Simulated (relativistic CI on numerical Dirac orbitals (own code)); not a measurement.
## Line list: Electric-dipole lines, Yb XXXI

Calculated at this level of theory: Dirac-Coulomb-Breit CI, separate exchange-only KLI orbitals for each configuration, a model potential for QED, unscaled Slater integrals (own radial code, finite nucleus).

Configuration list (outside the closed core [Ar] 3d10): 4s2 4p6 4d4, 4s2 4p5 4d5, 4s2 4p6 4d3 4f, 4s 4p6 4d5, 4s2 4p5 4d4 4f, 4s 4p6 4d4 4f, 4s2 4p6 4d3 5s, 4s2 4p6 4d2 4f 5s, 4s2 4p6 4d3 5p, 4s2 4p6 4d3 5d, 4s2 4p5 4d4 5s, 4s2 4p6 4d3 5f, 4s2 4p6 4d2 5s 5p, 4p6 4d5 4f, 4s 4p6 4d3 4f 5s, 4s2 4p6 4d3 6s, 4s2 4p6 4d3 6p, 4s2 4p6 4d3 6f, 4s2 4p6 4d3 7p, 4p6 4d6, 4p5 4d7, 4p5 4d6 4f, 4s2 4p6 4d2 5s2, 4s2 4p6 4d 4f 5s2, 4s2 4p5 4d2 4f 5s2, 4s 4p6 4d2 4f 5s2. Double excitations out of closed p, d and f shells are left out; levels of such configurations are missing from the list, as are those of other unlisted configurations, and high levels can miss mixing partners. These lack a partner that the ground configuration has and come out too high: 4s2 4p5 4d4 5s.

| λ vac (nm) | Lower | Upper | A (s⁻¹) | log gf | S velocity/length |
| --- | --- | --- | --- | --- | --- |
| 5.1354 | 4s2 4p6 4d4 3F_4 [4] | 4s2 4p5 4d5 5P°_3 [380] | 1.58e+12 | 0.64 | 0.81 |
| 5.2814 | 4s2 4p6 4d4 5D_4 [7] | 4s2 4p5 4d5 3H°_5 [385] | 8.30e+11 | 0.58 | 0.81 |
| 5.3311 | 4s2 4p6 4d4 3H_6 [11] | 4s2 4p5 4d5 3H°_6 [389] | 2.29e+12 | 1.10 | 0.78 |
| 5.3364 | 4s2 4p6 4d4 3H_5 [10] | 4s2 4p5 4d5 3H°_5 [385] | 1.25e+12 | 0.77 | 0.79 |
| 5.3486 | 4s2 4p6 4d4 3H_5 [10] | 4s2 4p5 4d5 3G°_4 [383] | 1.14e+12 | 0.64 | 0.84 |
| 5.5167 | 4s2 4p6 4d4 3G_5 [20] | 4s2 4p6 4d3 4f 3H°_6 [399] | 1.68e+12 | 1.00 | 0.84 |
| 5.6152 | 4s2 4p6 4d4 3G_3 [9] | 4s2 4p6 4d3 4f 3H°_4 [352] | 1.17e+12 | 0.70 | 0.83 |
| 5.6187 | 4s2 4p6 4d4 3F_4 [4] | 4s2 4p6 4d3 4f 3G°_5 [320] | 1.55e+12 | 0.91 | 0.84 |
| 5.6213 | 4s2 4p6 4d4 3H_6 [11] | 4s2 4p6 4d3 4f 1K°_7 [364] | 2.30e+12 | 1.21 | 0.89 |
| 5.6242 | 4s2 4p6 4d4 5D_3 [5] | 4s2 4p6 4d3 4f 3G°_4 [322] | 2.18e+12 | 0.97 | 0.82 |
| 5.6343 | 4s2 4p6 4d4 5D_4 [7] | 4s2 4p6 4d3 4f 3I°_5 [346] | 1.36e+12 | 0.85 | 0.85 |
| 5.6413 | 4s2 4p6 4d4 5D_4 [7] | 4s2 4p6 4d3 4f 3H°_4 [345] | 1.39e+12 | 0.78 | 0.79 |
| 5.6414 | 4s2 4p6 4d4 3H_5 [10] | 4s2 4p6 4d3 4f 3I°_6 [354] | 2.15e+12 | 1.12 | 0.86 |
| 5.6557 | 4s2 4p6 4d4 5D_3 [5] | 4s2 4p6 4d3 4f 5F°_3 [319] | 1.07e+12 | 0.56 | 0.79 |
| 5.6561 | 4s2 4p6 4d4 5D_2 [3] | 4s2 4p6 4d3 4f 5F°_2 [312] | 1.33e+12 | 0.50 | 0.80 |
| 5.6577 | 4s2 4p6 4d4 3P_0 [1] | 4s2 4p6 4d3 4f 3P°_1 [246] | 2.25e+12 | 0.51 | 0.79 |
| 5.6658 | 4s2 4p6 4d4 3F_4 [4] | 4s2 4p6 4d3 4f 3G°_5 [313] | 1.10e+12 | 0.77 | 0.83 |
| 5.6677 | 4s2 4p6 4d4 3F_4 [4] | 4s2 4p6 4d3 4f 1G°_4 [310] | 1.28e+12 | 0.74 | 0.76 |
| 5.6918 | 4s2 4p6 4d4 5D_1 [2] | 4s2 4p6 4d3 4f 5P°_1 [289] | 1.96e+12 | 0.46 | 0.78 |
| 5.7347 | 4s2 4p6 4d4 3F_4 [4] | 4s2 4p6 4d3 4f 3H°_4 [302] | 1.20e+12 | 0.73 | 0.77 |

Terms are leading LS components. Brackets give the number of a level in order of energy, since labels repeat. The list gives strong lines, with weight on those to low levels, among the lowest 400 of 8893 levels, so that lines to higher ones, which can be the strongest, are missing. Levels whose partners in the same complex of configurations lie outside the list can be far off, and so can their lines. Rates are taken at the computed energies, electric ones in the length gauge. A velocity-to-length ratio far from 1 marks an uncertain rate.

At this charge energies of transitions that change n are usually good to better than 1 %, and those within a shell (Δn = 0) to a few per cent. Terms inside the open d or f shell come out 10 to 20 % too wide with unscaled integrals.

LS names give the leading component of a level, which can be under half, so a name can repeat, a term be missing and a line seem to break the LS rules.
